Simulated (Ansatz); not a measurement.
A nudged elastic band was laid between two geometries of BH9N2Si2 (14 atoms, charge 0, multiplicity 1).

These are results of RKS LDA/STO-3G in Ansatz 0.2.0, not measurements.

```
movable images  : 5
climbing image  : yes
spring          : 5.0 eV/Å²
optimiser       : quadratic models (default)
start path      : IDPP
force threshold : 0.05 eV/Å
iteration limit : 60
end points      : relaxed
```

Initial state:

```xyz
14
Properties=species:S:1:pos:R:3
N -1.660 0.777 -0.663
B -0.808 -0.340 -0.713
N -0.793 -1.153 -1.859
Si 0.364 -0.766 0.791
Si 1.683 0.941 1.385
H -2.306 1.052 -1.433
H -1.714 1.423 0.148
H -1.386 -0.990 -2.701
H -0.188 -1.992 -1.955
H 1.205 -1.908 0.478
H -0.399 -1.151 1.967
H 2.548 1.364 0.301
H 0.901 2.099 1.773
H 2.539 0.615 2.509
```

Final state:

```xyz
14
Properties=species:S:1:pos:R:3
N -1.958 0.502 -0.551
B -0.824 -0.315 -0.711
N -0.496 -0.807 -1.987
Si 0.306 -0.754 0.820
Si 1.731 0.882 1.372
H -2.263 0.892 0.362
H -2.597 0.770 -1.329
H -1.049 -0.613 -2.848
H 0.319 -1.424 -2.171
H 1.089 -1.949 0.557
H -0.492 -1.050 1.997
H 2.615 1.223 0.275
H 1.034 2.098 1.746
H 2.572 0.516 2.496
```

Which bonds break or form, and what moves?

No bond is made or broken. The dihedral H7–N1–B2–Si4 goes from 0 to 180°.

Give the energies along the band, and the barrier.

The forces met the threshold. The highest image is number 3 of 0 to 6, 0.99 eV above the ends, which have the same energy within 2 meV. A vibrational analysis at the climbing image gives one clearly imaginary mode, 481i cm⁻¹: a first-order saddle point. Limits of this set-up: minimal basis.

| image | path coordinate (Å) | energy (eV) | dihedral H7–N1–B2–Si4 (°) |
| --- | --- | --- | --- |
| 0 | 0.00 | 0.00 | 0 |
| 1 | 0.68 | 0.20 | 17 |
| 2 | 1.36 | 0.73 | 29 |
| 3 | 2.05 | 0.99 | 54 |
| 4 | 2.80 | 0.67 | 99 |
| 5 | 3.56 | 0.10 | 154 |
| 6 | 4.31 | 0.00 | 180 |

What is the geometry of the highest image?


```xyz
14
Properties=species:S:1:pos:R:3
N -1.802 0.822 -0.985
B -0.755 -0.242 -0.876
N -0.446 -0.874 -2.072
Si 0.211 -0.821 0.739
Si 1.539 0.767 1.588
H -2.558 0.599 -0.275
H -1.395 1.713 -0.577
H -0.921 -0.605 -2.966
H 0.253 -1.643 -2.189
H 1.020 -2.002 0.485
H -0.723 -1.200 1.786
H 2.529 1.211 0.627
H 0.778 1.937 1.981
H 2.256 0.309 2.762
```

What are the harmonic wavenumbers there?

481i, 32, 74, 95, 221, 328, 420, 464, 522, 605, 616, 628, 684, 737, 760, 828, 851, 953, 1016, 1089, 1102, 1105, 1132, 1249, 1491, 1710, 1794, 2597, 2609, 2634, 2663, 2665, 3460, 3608, 3612, 3803 cm⁻¹.

The run took 5.7 min on 1 CPU thread of a shared host.
